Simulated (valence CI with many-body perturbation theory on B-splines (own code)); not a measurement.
## Valence orbitals of Cd9+

Computed by relativistic CI+MBPT: three valence electrons over a frozen Dirac-Fock core [Kr], a basis of 7 s, 7 p, 8 d, 6 f, 4 g, 1 h functions for each j, with the one-electron correlation potential Σ1 (screened to all orders), the two-electron term Σ2, the three-electron term Σ3, Breit, model QED; selected single and double excitations, second order for the rest, scaled by the run's own slope (own B-spline code, finite nucleus).

No measured spectrum was set against this ion. As an estimate, terms of the open shell hold to 2 to 4 % of their energy, and close levels can change places. Excitations out of the core, of the other parity, are not computed and may begin above about 46.4 eV (a cautious bound); beyond it only levels of the ground parity were kept, without lifetimes.

These are the spectroscopic orbitals of the CI (the correlating ones are not listed), shaped by the core and the other valence electrons. h is the expectation value of the core's Dirac-Fock operator, without the valence repulsion; Σ1 is computed up to l = 3 at one energy for each symmetry, that of its lowest orbital but kept below the first core excitation, so for empty shells it is not the orbital's own correlation shift; Breit and QED include the response of the core.

```tsv
Orbital	h (hartree)	Σ1 (cm⁻¹)	Breit (cm⁻¹)	QED (cm⁻¹)	⟨r⟩ (bohr)
5s1/2	-5.6965	-9310	285	263	1.731
6s1/2	-3.4133	-3068	133	121	2.902
7s1/2	-2.2827	-1460	71.7	65.2	4.373
5p1/2	-5.1534	-7539	437	-22.0	1.852
6p1/2	-3.1518	-2756	212	-10.5	3.082
7p1/2	-2.1364	-1373	118	-5.8	4.613
5p3/2	-5.0712	-7073	253	2.8	1.885
6p3/2	-3.1128	-2631	124	1.5	3.122
7p3/2	-2.1147	-1320	72.8	0.8	4.662
4d3/2	-7.9632	-16538	287	-113	0.9965
5d3/2	-4.1829	-4739	107	-25.0	2.144
6d3/2	-2.6751	-2130	55.4	-12.2	3.512
4d5/2	-7.9191	-16256	-10.5	-85.7	1.004
5d5/2	-4.1675	-4709	28.4	-17.5	2.153
6d5/2	-2.6674	-2122	16.4	-8.5	3.523
4f5/2	-5.2694	-22553	-171	-43.6	1.284
5f5/2	-3.2338	-6005	-53.3	-16.5	2.590
4f7/2	-5.2672	-21868	-233	-40.7	1.285
5f7/2	-3.2321	-5877	-80.7	-15.1	2.592
5g7/2	-2.8354		-6.6	-1.2	2.685
5g9/2	-2.8354		-7.6	-0.9	2.685
```

Among the shells of the start configuration 4d3, Σ1 is largest in size for 4d3/2, where it is 0.95 % of h.

Lowest root of each symmetry, sizes in configuration state functions:

```tsv
J	Parity	Roots	Reference	Variational	Second order	Change by selected CI (cm⁻¹)	Change by second order (cm⁻¹)
1/2	even	14	63	6739	11874	-2584	-1
3/2	even	22	108	10549	22189	-1784	0
5/2	even	23	124	12431	28653	-1704	-1
7/2	even	19	109	11954	30350	-1710	-1
9/2	even	15	85	10639	27166	-1812	-1
11/2	even	7	50	9083	18826	-3142	-3
13/2	even	3	27	6925	12391	-3286	-1
1/2	odd	15	72	7524	11995	-2717	-1
3/2	odd	25	122	12383	23007	-2396	-1
5/2	odd	28	137	15078	27931	-2436	-1
7/2	odd	26	124	14759	30656	-2332	-1
9/2	odd	19	89	12872	27707	-2425	-1
11/2	odd	12	53	10176	22000	-2375	-1
13/2	odd	6	24	6138	16227	-2346	-1
15/2	odd	3	9	4240	9231	-2428	0
```
